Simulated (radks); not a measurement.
Task: The mean radii <r> (bohr) of the occupied orbitals of an atom or ion are listed with their occupations. All-electron calculation, scalar-relativistic Kohn-Sham, PBE, spin-unpolarised, spherical densities, point nucleus. Program: a radial shooting solver on a logarithmic mesh with Libxc functionals.

orbital  occ.      <r>
1s          2  0.04029
2s          2   0.1778
2p          6   0.1551
3s          2   0.5106
3p          6   0.5188
3d         10   0.5253
4s          2    1.456
4p          6    1.727
5s          1    5.246

Name the element and its charge.

Result: Z = 37, rubidium, charge 0: Rb in [Kr] 5s1. The 1s radius gives Z: for a bare nucleus <r> = (2 gamma + 1)/(2Z) with gamma = sqrt(1 - (Z/c)^2), 0.03954 bohr for Z = 37, and screening makes it slightly larger (0.04029 here). The occupations add up to 37, and the charge is Z minus that.
